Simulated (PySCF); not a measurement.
Badger's rule along the fifth-period p block: bonds to H

CCSD(T) in PySCF with x2c-TZVPPall on every atom, spin-free X2C, for the lowest determinant that a PBE0 search found; no spin–orbit coupling. Badger's rule says that Re = d + c·k^(−1/3) for bonds between atoms of fixed rows.

```json
{"molecule": "HI", "state (unpaired electrons)": "singlet (closed shell)", "Re (Å)": "1.601", "k (mdyn/Å)": "3.26"}
{"molecule": "TeH", "state (unpaired electrons)": "doublet (π ↑)", "Re (Å)": "1.652", "k (mdyn/Å)": "?"}
{"molecule": "SbH", "state (unpaired electrons)": "triplet (π ↑↑)", "Re (Å)": "1.708", "k (mdyn/Å)": "?"}
{"molecule": "SnH", "state (unpaired electrons)": "doublet (π ↑)", "Re (Å)": "1.767", "k (mdyn/Å)": "?"}
{"molecule": "InH", "state (unpaired electrons)": "singlet (closed shell)", "Re (Å)": "1.836", "k (mdyn/Å)": "1.30"}
```

Task: Fix c and d from HI and InH.

Result: c = (1.836 − 1.601)/(1.3^(−1/3) − 3.26^(−1/3)) = 0.972, d = 1.601 − c·3.26^(−1/3) = 0.946 Å.

Task: Predict k of the others and set the computed values beside them.

Result: 

```tsv
molecule	k by the rule	k computed	difference (%)
TeH	2.60	2.72	-4
SbH	2.07	2.20	-6
SnH	1.66	1.76	-6
```

The rule misses by 5 % on average, well for two fitted constants.

Correlated steps freeze 18 core orbitals. Spin–orbit coupling is left out. States were picked by a PBE0 search and need not be the measured ground states.
